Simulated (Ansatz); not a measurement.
System: CH$_{3}$Cl$_{2}$Ga, charge 0, multiplicity 1. SMILES: [CH3][Ga]([Cl])[Cl]
Geometry: optimised at B3LYP-D3(BJ)/def2-TZVP (Ansatz, a program for electronic structure).

Property: vertical triplet-singlet gap (E(triplet) - E(singlet); each state is the SCF solution reached for its spin), in kcal/mol. Correlated levels leave the core frozen unless marked. UHF or UKS for open shells. Spin-orbit coupling is left out. The frozen core is the preceding noble-gas configuration, with the filled d and f shells of earlier blocks. Non-relativistic. CBS(X,Y): correlation extrapolated as X^-3; Hartree-Fock from the larger set.

| level | program | vertical triplet-singlet gap (kcal/mol) |
|---|---|---|
| HF/def2-SVPD | Ansatz | 140.8 |
| B3LYP/def2-TZVPD | Ansatz | 130.8 |
| wB97X-V/def2-TZVPD | Ansatz | 145.9 |
| MP2/def2-SVPD | Ansatz | 153.0 |

**Question.** What does CCSD(T)/CBS(def2-TZVPPD,def2-QZVPPD) (Ansatz) give?

**Answer.** 147.5 kcal/mol, so MP2/def2-SVPD differs from it by 5.5 kcal/mol.
